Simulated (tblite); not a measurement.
Compound: C₇H₇N₂ (doublet state).
SMILES with atom numbers: `[CH2:1][CH2:2][C@H:3]([C:4]#[N:5])/[CH:6]=[CH:7]\[C:8]#[N:9]` (hydrogens: H10, H11 on C1; H12, H13 on C2; H14 on C3; H15 on C6; H16 on C7)

Structure used (GFN2-xTB), in Å, numbered top down from 1:
```xyz
16
C7H7N2 angstrom
C     -1.4231    0.9421    0.7282
C     -1.3893   -0.3306    0.0201
C     -0.0173   -0.5319   -0.7637
C     -0.1459   -1.6917   -1.6070
N     -0.2642   -2.6251   -2.2566
C      1.0999   -0.6988    0.2096
C      1.7571    0.3407    0.7322
C      1.4991    1.6707    0.3524
N      1.3215    2.7604    0.0363
H     -1.1692    1.0061    1.7684
H     -1.5936    1.8559    0.1925
H     -2.1696   -0.3726   -0.7449
H     -1.5036   -1.1770    0.6998
H      0.1367    0.3557   -1.3878
H      1.3218   -1.7057    0.5343
H      2.5321    0.2107    1.4750
```

Computed values, GFN2-xTB/tblite, gas phase, harmonic and unscaled. Errors from tens to a few hundred cm⁻¹ against measured bands are possible. One conformer, not necessarily the lowest. Open shells enter through the occupations alone, without spin polarisation, and single modes of such species can be off by tens of per cent.

Harmonic wavenumbers (cm⁻¹): 41.5, 89.2, 102.4, 143.3, 159.3, 215.3, 218.6, 317.3, 355.1, 372.8, 508.1, 523.4, 544.8, 599.9, 651.4, 760.9, 807.1, 855.6, 895.0, 942.7, 1000.9, 1026.4, 1098.2, 1141.6, 1175.8, 1191.3, 1224.0, 1248.3, 1265.0, 1341.8, 1398.0, 1464.9, 1633.8, 2353.3, 2400.7, 2930.7, 2950.9, 2986.2, 3065.0, 3081.9, 3137.0, 3179.4.

A = 2766, B = 1109, C = 931.4 MHz; mass 119.061 u (most abundant isotopes); point group C1, symmetry number 1; spin multiplicity 2.

Task: What is the zero-point energy?

Result: ½Σν̃ = 25699 cm⁻¹ = 307.43 kJ/mol.

Task: Give the ideal-gas entropy at 273.15 K and 1 bar in the rigid-rotor, harmonic-oscillator model (classical rotation).

Result: Translation 166.65, rotation 120.71, vibration 111.61, spin (R ln 2) 5.76: S = 404.7 J/(mol K).

Task: And Cp and H(273.15 K) − H(0)?

Result: Cp = 145.83 J/(mol K), of which vibrations give 112.57 (their classical limit is 42 R = 349.2); H(273.15 K) − H(0) = 25.18 kJ/mol without the zero-point energy, 16.09 from vibrations.

Task: How do the functions run with temperature in this model?

Result: 
| T (K) | S (J/(mol K)) | Cp (J/(mol K)) | H − H(0) (kJ/mol) | G − H(0) (kJ/mol) | ln q(vib) |
| --- | --- | --- | --- | --- | --- |
| 100 | 296.0 | 80.0 | 5.51 | -24.09 | 1.74 |
| 200 | 363.7 | 118.9 | 15.49 | -57.24 | 4.42 |
| 300 | 418.8 | 155.5 | 29.22 | -96.43 | 7.03 |
| 500 | 513.3 | 215.7 | 66.72 | -189.93 | 12.01 |
| 800 | 628.0 | 271.6 | 140.59 | -361.81 | 18.84 |
| 1000 | 691.4 | 295.9 | 197.47 | -493.89 | 22.96 |

q(vib) and H(0) count from the zero-point level.

Task: What must be added to the electronic energy to get the Gibbs energy at 273.15 K and 1 bar?

Result: ZPE + [H(273.15 K) − H(0)] − T·S = 307.43 + 25.18 − 110.55 = 222.06 kJ/mol.

Task: Blend soft modes into free rotors: weight 1/[1 + (100 cm⁻¹/ν̃)⁴] for the oscillator and the rest for a rotor with moment μB/(μ + B), μ = h/(8π²ν), B = 10⁻⁴⁴ kg m². What vibrational entropy results?

Result: 103.37 J/(mol K) in place of 111.61, which changes −T·S at 273.15 K by +2.25 kJ/mol.

Hindered rotation and anharmonicity are outside this model. Other conformers, if any are populated, would add a mixing term that is left out. The structure is chiral; the term R ln 2 for an equal mix with its mirror image is left out.
